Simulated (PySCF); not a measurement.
# Excitation energies in several basis sets

Species: F2H4SSi2.
SMILES: `F[SiH2]S[SiH2]F`

TDDFT with PBE0 (PySCF), vertical singlets, core orbitals frozen in the response, spherical d and f functions. One conformer (not necessarily the lowest) at the PBE0-D3(BJ)/def2-SVP geometry, without solvent, vibrations or thermal averaging.

| basis | functions | diffuse | S1 (eV) | S2 (eV) | S3 (eV) | S4 (eV) | S5 (eV) | LUMO (eV) | α (au) |
| --- | --- | --- | --- | --- | --- | --- | --- | --- | --- |
| 6-31G* | 90 | no | 7.03 | 7.22 | 7.32 | 7.72 | 7.87 | 0.03 | 57.2 |
| def2-SVP | 102 | no | 6.99 | 7.37 | 7.52 | 7.72 | 7.95 | -0.05 | 58.9 |
| 6-31+G* | 110 | yes | 6.54 | 6.91 | 6.95 | 7.31 | 7.48 | -0.64 | 64.9 |
| def2-SVPD | 153 | yes | 6.57 | 6.96 | 6.97 | 7.34 | 7.47 | -0.59 | 72.2 |
| aug-cc-pVDZ | 163 | yes | 6.50 | 6.86 | 6.86 | 7.25 | 7.36 | -0.64 | 72.9 |
| def2-TZVP | 197 | no | 6.60 | 7.05 | 7.08 | 7.31 | 7.48 | -0.50 | 67.3 |
| def2-TZVPD | 248 | yes | 6.47 | 6.86 | 6.90 | 7.19 | 7.25 | -0.68 | 72.9 |

Task: Compare the sets with the largest diffuse one.

Result: States are compared by their number. Against the largest diffuse basis here (def2-TZVPD, itself not a converged limit), sets without diffuse functions differ by up to 0.56 eV in S1 and 0.70 eV in S5; the smaller diffuse sets differ by up to 0.10 and 0.24 eV. State by state, the largest deviation of a set without diffuse functions is S1 0.56, S2 0.51, S3 0.62, S4 0.54, S5 0.70 eV. The same number needn't mean the same state in each row. Against def2-TZVPD the polarisability deviates by -22% in 6-31G*, -19% in def2-SVP, -11% in 6-31+G*, -1% in def2-SVPD, 0% in aug-cc-pVDZ, -8% in def2-TZVP. A single + in a Pople set puts diffuse functions on heavy atoms only.

Without π bonds the low states may be Rydberg-like; a valence basis with one diffuse set may place them up to an eV too high.
